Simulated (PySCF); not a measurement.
BH, SMILES [BH] (connectivity only; charge and spin as stated), neutral, multiplicity 1.

Coordinates come from a PBE0-D3(BJ)/def2-TZVPD optimisation.

Level of theory: TDA-B3LYP/def2-TZVPD in PySCF.

Vertical excitations; the highest root listed may be one member of a degenerate set. The molecule is in vacuum. State labels are in the subgroup C2v.

### Question
List the lowest excited states. (The exact figures need the calculation; the answer reports its results.)

### Answer

```tsv
state	symmetry	energy (eV)	λ (nm)	f	main pairs
S1	B2	2.89	430	0.040	HOMO→LUMO+1 (degenerate set)
S2	B1	2.89	430	0.040	HOMO→LUMO (degenerate set)
S3	A1	5.90	210	0.104	HOMO→LUMO+2 99 %
S4	A1	8.23	151	0.006	HOMO→LUMO+3 88 %
S5	B1	8.61	144	0.054	HOMO→LUMO+5 (degenerate set)
S6	B2	8.61	144	0.054	HOMO→LUMO+6 (degenerate set)
S7	A1	8.68	143	0.385	HOMO→LUMO+4 89 %
S8	A1	8.72	142	0.000	HOMO→LUMO+7 (degenerate set)
S9	A2	8.73	142	0.000	HOMO→LUMO+8 (degenerate set)
S10	B1	9.10	136	0.137	HOMO→LUMO+9 96 %
T1	B1	1.08	1151	0	HOMO→LUMO (degenerate set)
T2	B2	1.08	1151	0	HOMO→LUMO+1 (degenerate set)
T3	A1	5.76	215	0	HOMO→LUMO+2 98 %
T4	A1	7.16	173	0	HOMO→LUMO+3 90 %
```
Triplets are in the Tamm–Dancoff approximation.
